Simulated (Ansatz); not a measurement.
C2H7BFNO, SMILES `CN(C)B(O)F` at its PBE0-D4/def2-TZVP geometry, where that method's forces vanish. Total charge 0; spin multiplicity 1.

| atom | x (Å) | y (Å) | z (Å) |
| --- | --- | --- | --- |
| C1 | -0.848 | -1.023 | 0.795 |
| N2 | -0.003 | -0.074 | 0.109 |
| C3 | -0.567 | 0.405 | -1.124 |
| B4 | 1.246 | 0.323 | 0.625 |
| O5 | 2.111 | 1.210 | 0.053 |
| F6 | 1.657 | -0.201 | 1.788 |
| H7 | -0.373 | -1.351 | 1.717 |
| H8 | -1.037 | -1.904 | 0.170 |
| H9 | -1.819 | -0.577 | 1.044 |
| H10 | -0.747 | -0.419 | -1.826 |
| H11 | -1.526 | 0.911 | -0.953 |
| H12 | 0.092 | 1.118 | -1.621 |
| H13 | 1.815 | 1.583 | -0.777 |

Q: For each bond, give half the difference of the two atoms' forces along it (eV/Å; positive pushes the atoms apart) under PBE-D4, r2SCAN-D4, B3LYP-D4, ωB97M-V in def2-TZVPP. (An estimate is asked.)

A: Computed: 
```
  bond  length (Å)  PBE-D4  r2SCAN-D4  B3LYP-D4  ωB97M-V
 C1–N2       1.444    0.04       0.15      0.22     0.20
 C1–H7       1.088    0.09      -0.06     -0.11    -0.10
 C1–H8       1.097    0.10      -0.04     -0.07    -0.10
 C1–H9       1.097    0.10      -0.04     -0.07    -0.10
 N2–C3       1.438    0.03       0.15      0.21     0.21
 N2–B4       1.409   -0.06      -0.09     -0.14    -0.14
C3–H10       1.097    0.11      -0.04     -0.08    -0.11
C3–H11       1.097    0.10      -0.04     -0.08    -0.11
C3–H12       1.091    0.10      -0.05     -0.10    -0.10
 B4–O5       1.365    0.20       0.09      0.09     0.12
 B4–F6       1.340    0.41       0.09      0.16     0.17
O5–H13       0.957    0.35      -0.01     -0.03    -0.10
```

B3LYP here is the variant with VWN-RPA as its local correlation; programs differ in this.
